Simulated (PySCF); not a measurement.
Run record: EPR job, `C#CC1=C[B]C=CB1` [radical].

Method: UKS B3LYP, pcH-1 on B C H, non-relativistic, mean-field spin-orbit, GIAO (PySCF 2.14.0). Geometry: GFN2-xTB. The input is one job of a driver script: a line of settings, then coordinates in Å.

Command:
```bash
OMP_NUM_THREADS=1 python probes_run.py task.json out
```

Input:
```
{"job": {"kind": "epr", "basis": "pcH-1"}, "charge": 0, "multiplicity": 2}
C      3.224329    -0.524556    -0.011387
C      2.049788    -0.251984     0.003739
C      0.683898     0.065384     0.021936
C      0.337692     1.414614     0.209609
B     -1.098980     1.530840     0.196977
C     -2.275285     0.678602     0.051433
C     -1.862334    -0.627372    -0.130986
B     -0.384707    -1.041049    -0.160778
H      4.240748    -0.784607    -0.029618
H      1.125946     2.143300     0.330891
H     -3.328784     0.919951     0.068973
H     -2.650860    -1.363705    -0.252714
H     -0.065839    -2.158931    -0.315802
```

Question: Estimate the output.

Answer: 
```
UKS, coarse grid
  cycle   1  E = -281.13251349  |g| = 3.68e-01
  cycle   2  E = -281.06754015  |g| = 4.88e-01
  cycle   3  E = -281.20486505  |g| = 1.23e-01
  cycle   4  E = -281.21240409  |g| = 4.86e-02
  cycle   5  E = -281.21345257  |g| = 2.09e-02
  cycle   6  E = -281.21368352  |g| = 8.96e-03
  cycle   7  E = -281.21373695  |g| = 3.44e-03
  cycle   8  E = -281.21376025  |g| = 1.46e-03
  cycle   9  E = -281.21376858  |g| = 7.72e-04
UKS, final grid
  cycle   1  E = -281.21378753  |g| = 1.11e-03
  cycle   2  E = -281.21378600  |g| = 2.06e-03
  cycle   3  E = -281.21378839  |g| = 2.90e-04
  cycle   4  E = -281.21378844  |g| = 1.35e-04
  cycle   5  E = -281.21378849  |g| = 1.19e-04
  cycle   6  E = -281.21378851  |g| = 3.50e-05
  cycle   7  E = -281.21378851  |g| = 9.36e-06
E = -281.21378851 Eh   <S^2> = 0.7613 (exact 0.7500)
g shifts (ppm)      1          2          3
  rmc          -101       -101       -101
  gc              2         25         20
  oz_so         -29         59        895
  total        -128        -17        814
hyperfine (MHz)  atom isotope    a_iso     a_fc   dipolar eigenvalues
    0   13C      13.21      13.21    -13.63    -11.23     24.87
    1   13C     -21.14     -21.14     -7.27     -0.13      7.40
    2   13C       7.87       7.87    -18.96    -17.63     36.59
    3   13C     -17.93     -17.93     -4.21      1.24      2.97
    4   11B      21.65      21.65    -18.53    -17.73     36.26
    5   13C     -13.22     -13.22     -1.77      0.10      1.67
    6   13C       1.71       1.71    -14.76    -13.39     28.15
    7   11B       4.94       4.94    -15.48    -14.22     29.70
    8    1H     -12.84     -12.84     -6.44     -0.83      7.27
    9    1H       1.02       1.02     -2.16     -0.10      2.25
   10    1H      -1.37      -1.37     -2.00     -1.55      3.55
   11    1H     -13.49     -13.49     -7.93     -1.50      9.43
   12    1H     -18.05     -18.05     -7.80     -1.14      8.93
```

rmc, gc and oz_so are the mass-correction, gauge-correction and orbital-Zeeman/spin–orbit parts of the g shift along its three principal axes; a_iso is the isotropic hyperfine coupling and a_fc its Fermi-contact part. The program numbers atoms from 0.

Question: Get g_iso from the total shifts.

Answer: Their mean is 223 ppm; added to g_e = 2.002319 it gives 2.00254.

Question: How far is ⟨S²⟩ from the pure-spin value?

Answer: S = 0.5 gives S(S+1) = 0.75; the run has 0.7613, 0.0113 more.

In short: ⟨S²⟩ 0.761; g_iso 2.0025.

Isolated species at its GFN2-xTB geometry, gas phase.

On Arm Neoverse V1, one thread, on a shared host, this took 60 s (grids of density and orbitals included) and 0.91 GiB of memory at its peak.
Labels such as C1 count atoms from 1, the log's own numbers from 0.
